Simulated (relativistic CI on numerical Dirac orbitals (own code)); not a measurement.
## Line list: Electric-dipole lines, Kr XXIX

These numbers are calculated, not measured: Dirac-Coulomb-Breit CI, orbitals from a KLI potential per configuration, model QED (radiative potential, 1s self-energy scaled to tabulated hydrogen-like ionisation energies), unscaled Slater integrals (own radial code, finite nucleus).

Configuration list (outside the closed core 1s2): 2s2 2p4, 2s 2p5, 2p6, 2p5 3s, 2p5 3p, 2p5 3d, 2s2 2p3 3s, 2s2 2p3 3p, 2s2 2p3 3d, 2s 2p4 3s, 2s 2p4 3p, 2s 2p4 3d, 2s2 2p3 4s, 2s2 2p3 4p, 2s2 2p3 4d, 2s2 2p3 4f. Levels of other configurations are missing.

| λ vac (Å) | Lower | Upper | A (s⁻¹) | gf | Branching (%) |
| --- | --- | --- | --- | --- | --- |
| 6.0871 | 2s2 2p4 3P_2 [1] | 2s 2p4 3p 3D°_3 [88] | 1.07e+13 | 4.17e-01 | 89.5 |
| 6.2132 | 2s2 2p4 3P_1 [3] | 2s2 2p3 3d 3D°_2 [96] | 2.97e+13 | 8.59e-01 | 45.8 |
| 6.2321 | 2s2 2p4 3P_2 [1] | 2s2 2p3 3d 3S°_1 [74] | 3.80e+13 | 6.64e-01 | 43.7 |
| 6.2329 | 2s2 2p4 3P_1 [3] | 2s2 2p3 3d 3P°_1 [93] | 2.88e+13 | 5.04e-01 | 74.7 |
| 6.2452 | 2s2 2p4 3P_0 [2] | 2s2 2p3 3d 3D°_1 [79] | 8.22e+13 | 1.44e+00 | 81.0 |
| 6.2469 | 2s2 2p4 3P_2 [1] | 2s2 2p3 3d 3P°_1 [70] | 3.38e+13 | 5.94e-01 | 49.1 |
| 6.2470 | 2s2 2p4 3P_2 [1] | 2s2 2p3 3d 3D°_2 [69] | 5.38e+13 | 1.57e+00 | 68.9 |
| 6.2533 | 2s2 2p4 1D_2 [4] | 2s2 2p3 3d 3D°_2 [96] | 3.39e+13 | 9.94e-01 | 52.3 |
| 6.2555 | 2s 2p5 3P°_1 [7] | 2s 2p4 3d 3P_1 [193] | 5.53e+13 | 9.74e-01 | 88.5 |
| 6.2565 | 2s2 2p4 1D_2 [4] | 2s2 2p3 3d 3D°_3 [95] | 4.47e+13 | 1.84e+00 | 99.7 |
| 6.2574 | 2s2 2p4 3P_2 [1] | 2s2 2p3 3d 3D°_3 [65] | 8.34e+13 | 3.43e+00 | 98.1 |
| 6.2582 | 2s 2p5 3P°_2 [6] | 2s 2p4 3d 1D_2 [178] | 2.04e+13 | 5.98e-01 | 49.2 |
| 6.2594 | 2s2 2p4 1D_2 [4] | 2s2 2p3 3d 1F°_3 [94] | 4.38e+13 | 1.80e+00 | 99.5 |
| 6.2649 | 2s 2p5 3P°_1 [7] | 2s 2p4 3d 3D_2 [191] | 5.35e+13 | 1.57e+00 | 89.9 |
| 6.2690 | 2s 2p5 3P°_2 [6] | 2s 2p4 3d 1F_3 [177] | 2.33e+13 | 9.59e-01 | 99.2 |
| 6.2717 | 2s2 2p4 3P_2 [1] | 2s2 2p3 3d 3P°_2 [61] | 2.51e+13 | 7.39e-01 | 42.8 |
| 6.2850 | 2s 2p5 3P°_2 [6] | 2s 2p4 3d 3D_3 [175] | 4.58e+13 | 1.90e+00 | 99.7 |
| 6.2855 | 2s 2p5 3P°_2 [6] | 2s 2p4 3d 3P_1 [174] | 5.34e+13 | 9.49e-01 | 53.7 |
| 6.2863 | 2s 2p5 3P°_2 [6] | 2s 2p4 3d 3P_2 [173] | 7.42e+13 | 2.20e+00 | 96.9 |
| 6.2992 | 2s 2p5 3P°_2 [6] | 2s 2p4 3d 3S_1 [172] | 3.76e+13 | 6.71e-01 | 49.2 |
| 6.3000 | 2s 2p5 1P°_1 [9] | 2s 2p4 3d 3D_1 [200] | 4.45e+13 | 7.95e-01 | 54.9 |
| 6.3367 | 2s 2p5 3P°_0 [8] | 2s 2p4 3d 1P_1 [195] | 4.04e+13 | 7.29e-01 | 36.2 |
| 6.3434 | 2s 2p5 3P°_2 [6] | 2s 2p4 3d 3G_3 [165] | 1.41e+13 | 5.97e-01 | 99.0 |
| 6.3626 | 2s2 2p4 3P_1 [3] | 2s2 2p3 3d 1D°_2 [78] | 4.83e+13 | 1.47e+00 | 56.9 |
| 6.4041 | 2s2 2p4 1S_0 [5] | 2s2 2p3 3d 1P°_1 [105] | 1.29e+14 | 2.39e+00 | 92.2 |
| 6.4046 | 2s2 2p4 1D_2 [4] | 2s2 2p3 3d 1D°_2 [78] | 3.06e+13 | 9.42e-01 | 36.1 |
| 6.4050 | 2s 2p5 3P°_1 [7] | 2s 2p4 3d 3D_2 [168] | 2.77e+13 | 8.53e-01 | 87.3 |
| 6.4055 | 2s2 2p4 1D_2 [4] | 2s2 2p3 3d 3F°_3 [77] | 4.99e+13 | 2.15e+00 | 99.5 |
| 6.4166 | 2s2 2p4 3P_1 [3] | 2s2 2p3 3d 3P°_1 [70] | 2.94e+13 | 5.45e-01 | 42.7 |
| 6.4167 | 2s2 2p4 3P_1 [3] | 2s2 2p3 3d 3D°_2 [69] | 2.09e+13 | 6.45e-01 | 26.8 |
| 6.4196 | 2s2 2p4 3P_2 [1] | 2s2 2p3 3d 3D°_3 [45] | 6.37e+13 | 2.75e+00 | 100.0 |
| 6.4197 | 2s2 2p4 1D_2 [4] | 2s2 2p3 3d 3F°_2 [76] | 2.81e+13 | 8.67e-01 | 83.8 |
| 6.4305 | 2s2 2p4 1D_2 [4] | 2s2 2p3 3d 1F°_3 [75] | 3.88e+13 | 1.68e+00 | 83.4 |
| 6.4358 | 2s 2p5 3P°_2 [6] | 2s 2p4 3d 3D_3 [151] | 5.48e+13 | 2.38e+00 | 99.7 |
| 6.4388 | 2s 2p5 1P°_1 [9] | 2s 2p4 3d 1D_2 [196] | 8.49e+13 | 2.64e+00 | 89.6 |
| 6.4391 | 2s 2p5 1P°_1 [9] | 2s 2p4 3d 1P_1 [195] | 5.98e+13 | 1.12e+00 | 53.6 |
| 6.4428 | 2s2 2p4 3P_1 [3] | 2s2 2p3 3d 3P°_2 [61] | 3.15e+13 | 9.79e-01 | 53.8 |
| 6.4435 | 2s2 2p4 1D_2 [4] | 2s2 2p3 3d 3S°_1 [74] | 3.84e+13 | 7.18e-01 | 44.1 |
| 6.4476 | 2s2 2p4 1D_2 [4] | 2s2 2p3 3d 1D°_2 [72] | 1.67e+13 | 5.22e-01 | 64.3 |
| 6.4513 | 2s2 2p4 3P_2 [1] | 2s2 2p3 3d 3D°_2 [40] | 2.62e+13 | 8.19e-01 | 98.4 |
| 6.4727 | 2s 2p5 3P°_0 [8] | 2s 2p4 3d 3P_1 [174] | 4.16e+13 | 7.84e-01 | 41.8 |
| 6.4808 | 2s2 2p4 3P_0 [2] | 2s2 2p3 3d 3D°_1 [46] | 4.51e+13 | 8.52e-01 | 92.5 |
| 6.4881 | 2s 2p5 3P°_1 [7] | 2s 2p4 3d 3P_2 [153] | 5.07e+13 | 1.60e+00 | 94.8 |
| 6.5251 | 2s 2p5 3P°_2 [6] | 2s 2p4 3d 3D_2 [129] | 3.72e+13 | 1.19e+00 | 88.6 |
| 6.5317 | 2s 2p5 3P°_2 [6] | 2s 2p4 3d 3F_3 [128] | 3.14e+13 | 1.41e+00 | 99.7 |

Terms are leading LS components. Brackets give the number of a level in order of energy, since labels repeat. The list gives strong lines, with weight on those to low levels, without lines whose two gauges differ by over a factor of 2.5, among the lowest 200 of 342 levels, so that lines to higher ones, which can be the strongest, are missing. Levels whose partners in the same complex of configurations lie outside the list can be far off, and so can their lines. Rates are taken at the computed energies, electric ones in the length gauge.

At this charge energies of transitions that change n are usually good to better than 1 %, and those within a shell (Δn = 0) to a few per cent.

LS names give the leading component of a level, which can be under half, so a name can repeat, a term be missing and a line seem to break the LS rules.
